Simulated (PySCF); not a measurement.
**Nb (niobium, neutral) across methods**

[Kr] 4d3 5s2, high-spin 4F determinant (an excited configuration). Computed with PySCF 2.14 in x2c-TZVPPall (8s6p6d2f1g, 79 functions), with the spin-free X2C one-electron Hamiltonian (Gaussian nucleus).

| method | E (hartree) | mean ε 4d α (eV) | mean ε 5s α (eV) | mean ε 5s β (eV) | Σ⟨r²⟩ (bohr²) | ⟨S²⟩ |
| --- | --- | --- | --- | --- | --- | --- |
| wB97X | -3819.40 | -9.063 | -7.106 | -6.676 | 63.14 | 3.753 |
| r2SCAN | -3819.31 | -6.048 | -5.177 | -4.191 | 63.99 | 3.778 |
| M06 | -3819.33 | -6.442 | -5.250 | -5.049 | 62.45 | 3.751 |
| BLYP | -3819.44 | -5.238 | -4.762 | -4.117 | 63.28 | 3.755 |
| UHF | -3817.20866 | -10.615 | -6.787 | -5.481 | 66.23 | 3.775 |
| PBE | -3818.92 | -5.512 | -4.976 | -4.115 | 63.25 | 3.757 |
| PBE0 | -3818.99 | -6.880 | -5.570 | -4.678 | 63.39 | 3.758 |
| wB97M-V | -3819.03 | -9.009 | -7.189 | -6.461 | 63.47 | 3.755 |

Task: Estimate the same row for LDA.

Result: E (hartree) = -3814.72; mean ε 4d α (eV) = -5.483; mean ε 5s α (eV) = -5.168; mean ε 5s β (eV) = -4.346; Σ⟨r²⟩ (bohr²) = 62.80; ⟨S²⟩ = 3.756.
